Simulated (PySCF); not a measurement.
# Relaxation of singlet Zn₂H₄

Computed with PBE0 in PySCF with Zn def2-TZVP, H def2-TZVP; no relativity; density-fitted integrals. A (50,194) grid was used.

A start at the PBE0 minimum, of C2h symmetry, held to at least that symmetry:

```xyz
6
charge 0 multiplicity 1, angstrom
Zn    3.1399   -0.0037    0.0000
Zn   -3.1399    0.0037    0.0000
H     3.3868   -1.5487    0.0000
H     2.8869    1.5406    0.0000
H    -2.8869   -1.5406    0.0000
H    -3.3868    1.5487    0.0000
```

Optimiser trace:
```
step  E − E(last) (kJ/mol)  largest gradient (Eh/bohr)
   0                  1.97                     0.00496
   1                  1.15                     0.00226
   2                  0.93                     0.00012
   3                  0.92                     0.00008
   4                  0.91                     0.00008
   5                  0.90                     0.00008
   6                  0.89                     0.00008
   7                  0.88                     0.00008
   8                  0.78                     0.00058
   9                  0.77                     0.00156
  10                  0.71                     0.00065
  11                  0.65                     0.00026
  12                  0.53                     0.00134
  13                  0.45                     0.00092
  14                  0.37                     0.00207
  15                  0.19                     0.00082
  16                  0.08                     0.00039
  17                  0.06                     0.00070
  18                  0.02                     0.00028
  19                  0.00                     0.00005
```

It ends at C2h with Zn–H 1.545 Å (×4); H–Zn–H 179.8° (×2). The molecule has come apart into ZnH₂ + ZnH₂. A frequency run shows a minimum.

Final geometry:
Z-matrix (Å, degrees; charge 0 multiplicity 1):
```
Zn
Zn 1 6.5652
H  1 1.5446 2 128.35
H  1 1.5452 2 51.85 3 180.00
H  2 1.5452 1 51.85 3 0.00
H  2 1.5446 1 128.35 3 180.00
```

Stability towards spin polarisation was not tested.
